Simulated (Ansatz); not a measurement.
SeF, multiplicity 2 (the spin of the measured ground state), most abundant isotopes (18.9984 and 79.9165 u). Constants from fifth-degree fits in 1/R to seven points on the lowest solution found; no spin–orbit coupling, no relativity up to Kr; ω_e x_e and α_e move by some per cent with the fit.

Correlated levels freeze the inner cores; with def2 sets outer-core shells near the valence are correlated too. CBS(a, b) extrapolates the correlation energy as X⁻³ and adds the Hartree–Fock energy of set b.

Run with Ansatz (Gaussian orbitals). Each number belongs to the level named beside it.

| level | r_e (Å) | ω_e (cm⁻¹) | ω_e x_e (cm⁻¹) | α_e (cm⁻¹) |
|---|---|---|---|---|
| PBE/def2-TZVPP | 1.7674 | 661.8 | 3.04 | 0.00241 |
| CCSD(T)/CBS(def2-TZVPP, def2-QZVPP) | 1.7324 | 707.8 | 3.40 | 0.00249 |

D_e from total energies of the atoms and the molecule: 3.90 eV at PBE/def2-TZVPP.

Problem. Derive the rotational constants, the centrifugal constant, the fundamental, the zero-point energy and the force constant, and test the Morse rule for the well depth.

Solution. 
μ = 15.34942 u.
- PBE/def2-TZVPP: B_e = 16.8576/(μ r_e²) = 0.35158 cm⁻¹; B₀ = B_e − α_e/2 = 0.35038 cm⁻¹; D = 4B_e³/ω_e² = 3.97e-07 cm⁻¹; fundamental ω_e − 2ω_e x_e = 656 cm⁻¹; zero-point energy ω_e/2 − ω_e x_e/4 = 330 cm⁻¹; k = μ(2πcω_e)² = 396 N/m; a Morse well would hold ω_e²/(4ω_e x_e) = 4.47 eV against the computed D_e of 3.90 eV
- CCSD(T)/CBS(def2-TZVPP, def2-QZVPP): B_e = 16.8576/(μ r_e²) = 0.36595 cm⁻¹; B₀ = B_e − α_e/2 = 0.36471 cm⁻¹; D = 4B_e³/ω_e² = 3.91e-07 cm⁻¹; fundamental ω_e − 2ω_e x_e = 701 cm⁻¹; zero-point energy ω_e/2 − ω_e x_e/4 = 353 cm⁻¹; k = μ(2πcω_e)² = 453 N/m

Ansatz is a program for electronic structure.
